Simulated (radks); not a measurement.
Results of a calculation; reference values are marked as such.
All-electron atom: Cd38+ in [Ne]. Level of theory: Dirac Kohn-Sham, LDA (Slater exchange, Perdew-Zunger correlation), spin-unpolarised, spherical densities, point nucleus (a radial shooting solver on a logarithmic mesh with Libxc functionals). Some entries of the table are withheld. Estimate them.

orbital,occ.,eigenvalue (eV),<1/r> (bohr^-1)
1s1/2,2,(1),50.63
2s1/2,2,(2),11.93
2p1/2,2,-5937.192,(3)
2p3/2,4,-5736.329,(4)
3s1/2,0,-2528.701,(5)
3p1/2,0,-2451.237,(6)
3p3/2,0,-2398.348,(7)
3d3/2,0,-2296.522,(8)
3d5/2,0,-2283.709,(9)

Answer. 
(1) 1s1/2 eigenvalue (eV): -28872.05
(2) 2s1/2 eigenvalue (eV): -6171.514
(3) 2p1/2 <1/r> (bohr^-1): 11.88
(4) 2p3/2 <1/r> (bohr^-1): 11.14
(5) 3s1/2 <1/r> (bohr^-1): 4.925
(6) 3p1/2 <1/r> (bohr^-1): 4.872
(7) 3p3/2 <1/r> (bohr^-1): 4.677
(8) 3d3/2 <1/r> (bohr^-1): 4.544
(9) 3d5/2 <1/r> (bohr^-1): 4.493
